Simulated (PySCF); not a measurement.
C4H7O, SMILES O=C([CH]C)C, multiplicity 2. Atoms are numbered in the order given.

```xyz
12

C      0.0976    -2.0450     0.0000
C      0.6817    -0.6827     0.0000
C     -0.1457     0.5072     0.0000
C      0.5584     1.8542     0.0000
O     -1.3760     0.4282     0.0000
H     -0.9994    -1.9882     0.0000
H      0.4317    -2.6225    -0.8822
H      0.4317    -2.6225     0.8822
H      1.7710    -0.5650     0.0000
H      1.2052     1.9570     0.8870
H     -0.1903     2.6567     0.0000
H      1.2052     1.9570    -0.8870
```
Charge 0, spin multiplicity 2.

Geometry optimised at B3LYP-D3(BJ)/def2-SVP. The isomer is the one that the SMILES or the coordinates give; other isomers of the formula were not compared. One conformer was computed; it need not be the lowest.

These are ωB97X/def2-TZVP in PySCF values and carry that method's errors.

ESP charges are fitted to the potential on shells at 1.4 to 2.0 van der Waals radii. Atomic charges (e):

```csv
atom,Mulliken,meta-Löwdin,ESP fit,Mulliken spin
C1,-0.33,-0.34,-0.44,-0.03
C2,-0.14,-0.08,-0.07,0.76
C3,0.24,0.34,0.61,-0.07
C4,-0.37,-0.37,-0.66,0.01
O5,-0.37,-0.44,-0.50,0.27
H6,0.16,0.14,0.15,0.00
H7,0.13,0.13,0.14,0.04
H8,0.13,0.13,0.14,0.04
H9,0.15,0.11,0.10,-0.01
H10,0.13,0.12,0.16,0.00
H11,0.14,0.13,0.20,0.00
H12,0.13,0.12,0.16,0.00
```

### Question
Give the Mayer and Wiberg (Löwdin basis) orders of the bonds. (An estimate is asked for; the answer gives what the named calculation found.)

### Answer

| bond | Mayer | Wiberg |
|---|---|---|
| C1–C2 | 1.00 | 1.39 |
| C2–C3 | 1.18 | 1.41 |
| C3–C4 | 0.94 | 1.23 |
| C3–O5 | 1.93 | 2.51 |
| C1–H6 | 0.97 | 0.88 |
| C1–H7 | 0.96 | 0.88 |
| C1–H8 | 0.96 | 0.88 |
| C2–H9 | 0.94 | 0.86 |
| C4–H10 | 0.96 | 0.89 |
| C4–H11 | 0.98 | 0.90 |
| C4–H12 | 0.96 | 0.89 |
